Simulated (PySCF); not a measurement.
Species: CH9B2P.
SMILES: `[PH2+](B)[BH2-]C`

A PySCF run (density fitting, gas phase, GFN2-xTB geometry) gave HOMO -10.03 eV, LUMO -5.55 eV, dipole 4.42 D.

**Question.** Which of these levels was it?
A. PBE0/def2-TZVP
B. BLYP/def2-TZVP
C. PBE0/pcSseg-1
D. PBE0/def2-SVPD
E. mPW1PW91/MINI

**Answer.** E. It is mPW1PW91/MINI. All candidates on this geometry:

| level and settings | kind | basis functions | SCF cycles | E (Eh) | HOMO (eV) | LUMO (eV) | dipole (D) |
| --- | --- | --- | --- | --- | --- | --- | --- |
| BLYP/def2-TZVP, start guess atom | GGA | 184 | 12 | -434.4915 | -6.74 | -3.72 | 3.54 |
| mPW1PW91/MINI | global hybrid | 33 | 11 | -431.8238 | -10.03 | -5.55 | 4.42 |
| PBE0/pcSseg-1 | global hybrid | 120 | 12 | -434.2354 | -8.04 | -2.96 | 4.04 |
| PBE0/def2-SVPD | global hybrid | 156 | 12 | -434.0967 | -8.04 | -2.95 | 3.83 |
| PBE0/def2-TZVP, start guess sap, energy threshold 1e-06 Eh | global hybrid | 184 | 10 | -434.3078 | -8.06 | -2.95 | 3.80 |

The nearest other candidate, by the summed differences of HOMO and LUMO, is PBE0/def2-TZVP: its HOMO differs by +1.97 eV and its LUMO by +2.60 eV. Cycle counts include a coarse-grid stage where the run had one.

Shape of the structure used: `[BH2:1][PH2+:2][BH2-:3][CH3:4]`: B1–P2–B3–C4 62°.
